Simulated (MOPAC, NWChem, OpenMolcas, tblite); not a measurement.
A ladder of methods for CH2F3Si (SMILES [CH2][Si](F)(F)F)

CH2F3Si has 7 atoms, charge 0, and is taken as a doublet. As SMILES, `[CH2][Si](F)(F)F`. Geometry: relaxed at PBE0-D4/def2-TZVP.

```xyz
7

C    -0.6918    0.4017    0.7635
Si    0.4429   -0.2609   -0.4835
F     0.0094    0.1785   -1.9342
F     0.4954   -1.8380   -0.4811
F     1.9169    0.2413   -0.2366
H    -1.7311    0.6162    0.5422
H    -0.3804    0.5931    1.7841
```

Each level gives the dipole moment (D). The values are calculated.

```json
{"level": "GFN2-xTB", "kind": "semi-empirical", "program": "tblite", "value (D)": "2.65", "CPU time": "under 2 s"}
{"level": "PM6", "kind": "semi-empirical", "program": "MOPAC", "value (D)": "2.17", "CPU time": "under 2 s"}
{"level": "UHF/def2-SVP", "kind": "Hartree–Fock", "program": "NWChem", "value (D)": "2.61", "CPU time": "9.8 s"}
{"level": "USVWN5/def2-SVP", "kind": "LDA", "program": "OpenMolcas", "value (D)": "2.26", "CPU time": "19 s"}
{"level": "UPBE/def2-SVP", "kind": "GGA", "program": "OpenMolcas", "value (D)": "2.17", "CPU time": "29 s"}
{"level": "UM06-L/def2-SVP", "kind": "meta-GGA", "program": "OpenMolcas", "value (D)": "2.32", "CPU time": "34 s"}
{"level": "UM06-2X/def2-SVP", "kind": "hybrid meta-GGA", "program": "OpenMolcas", "value (D)": "2.40", "CPU time": "31 s"}
```

The values span 2.17 to 2.65 D. Magnitudes only. Times are those of the runs behind each value, whatever else they computed, on shared processors of several kinds: orders of magnitude only.
